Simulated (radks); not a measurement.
Effect of the nuclear size on the technetium ion Tc+, [Kr] 4d5 5s1. Method: Dirac Kohn-Sham, exchange-only LDA, spin-unpolarised, spherical densities, finite nucleus; open shells fill j = l - 1/2 first; Fermi nuclear charge, rms radius 4.4112 fm; computed with a radial shooting solver on a logarithmic mesh with Libxc functionals. The rms radius is varied about that value; shifts are against it.

rms radius (fm)  total energy shift (eV)  density at nucleus (e/bohr^3)  1s1/2 shift (meV)  2s1/2 shift (meV)  4s1/2 shift (meV)  4p1/2 shift (meV)  5s1/2 shift (meV)
3.6701                            -0.516                      1.018e+05               -218              -23.5             -0.713              0.066             -0.067
4.2259                            -0.137                      1.002e+05              -57.8              -6.24             -0.189              0.018             -0.018
4.4112                                 0                      9.972e+04              0.000              0.000              0.000              0.000              0.000
4.795                              0.300                      9.878e+04                127               13.7              0.414             -0.039              0.039
5.2273                             0.664                      9.782e+04                281               30.3              0.918             -0.085              0.086

Slopes of the eigenvalues against <r^2> in GHz/fm^2, as finite differences over the two radii next to the reference (eigenvalue slopes, not the field-shift constants of lines): 1s1/2 8690, 2s1/2 938, 4s1/2 28.4, 4p1/2 -2.64, 5s1/2 2.68.
